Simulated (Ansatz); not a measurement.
One change: `N[SiH]1NC[SiH2]1` becomes `C1N[SiH2][SiH2]1`.

Ansatz, PBE0-D4/def2-TZVP geometries, multiplicity 1. Each molecule was computed in one conformer, which needn't be the lowest.

```json
{"property": "HOMO energy (ωB97M-V/def2-TZVPP) / eV", "`N[SiH]1NC[SiH2]1`": "-8.75"}
{"property": "HOMO–LUMO gap (PBE0/def2-TZVPP) / eV", "`N[SiH]1NC[SiH2]1`": "6.87"}
{"property": "LUMO energy (PBE/def2-TZVPP) / eV", "`N[SiH]1NC[SiH2]1`": "-0.52"}
{"property": "size of the dipole moment (ωB97M-V/def2-TZVPP) / D", "`N[SiH]1NC[SiH2]1`": "1.23"}
{"property": "HOMO energy (B3LYP/def2-TZVPP) / eV", "`N[SiH]1NC[SiH2]1`": "-6.37"}
{"property": "size of the dipole moment (PBE/def2-TZVPP) / D", "`N[SiH]1NC[SiH2]1`": "1.37"}
```

(1) What does the change do to each property? (Estimate.)

Results:

(1) Computed: 
| property | `C1N[SiH2][SiH2]1` | shift |
| --- | --- | --- |
| HOMO energy (ωB97M-V/def2-TZVPP) / eV | -9.06 | -0.31 |
| HOMO–LUMO gap (PBE0/def2-TZVPP) / eV | 6.62 | -0.25 |
| LUMO energy (PBE/def2-TZVPP) / eV | -0.97 | -0.45 |
| size of the dipole moment (ωB97M-V/def2-TZVPP) / D | 0.97 | -0.26 |
| HOMO energy (B3LYP/def2-TZVPP) / eV | -6.52 | -0.15 |
| size of the dipole moment (PBE/def2-TZVPP) / D | 1.10 | -0.27 |

With PBE0 the HOMO falls by 0.17 eV and the LUMO falls by 0.42 eV, so the gap narrows by about 0.25 eV. PBE moves the HOMO by -0.09 eV and ωB97M-V by -0.31 eV. Dipoles are sizes alone; their direction can turn.

B3LYP here is the variant with VWN-RPA as its local correlation; programs differ in this.
